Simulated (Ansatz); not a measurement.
The same redistribution along the group B, Al, Ga.

Isolated molecules relaxed with PBE0-D4/def2-TZVP in Ansatz; ΔE leaves out vibrations. CCSD(T)/CBS is the MP2 limit (def2-TZVPP, def2-QZVPP) plus CCSD(T) − MP2 in def2-TZVPP, frozen cores. This one scheme is used for every species. DFT in def2-TZVPP. def2 core potentials past Kr. For Ga, Ta outer-core shells are correlated without core-valence functions, which leaves a few kJ/mol of doubt a bond. Scalar relativity is left out up to krypton. One conformer a species, not always the lowest.

```tsv
reaction	B97M-V (kJ/mol)	CCSD(T)/CBS(def2) (kJ/mol)
`NB(O)O` + `[NH]=[Ta]([NH2])([OH])[Cl]` → `OB(O)Cl` + `[NH]=[Ta]([NH2])([NH2])[OH]`	98	95
`[NH2][Al]([OH])[OH]` + `[NH]=[Ta]([NH2])([OH])[Cl]` → `[OH][Al]([OH])[Cl]` + `[NH]=[Ta]([NH2])([NH2])[OH]`	19	16
`[NH2][Ga]([OH])[OH]` + `[NH]=[Ta]([NH2])([OH])[Cl]` → `[OH][Ga]([OH])[Cl]` + `[NH]=[Ta]([NH2])([NH2])[OH]`	8	14
```

Largest T1 diagnostic: 0.018, for `[NH]=[Ta]([NH2])([NH2])[OH]`.
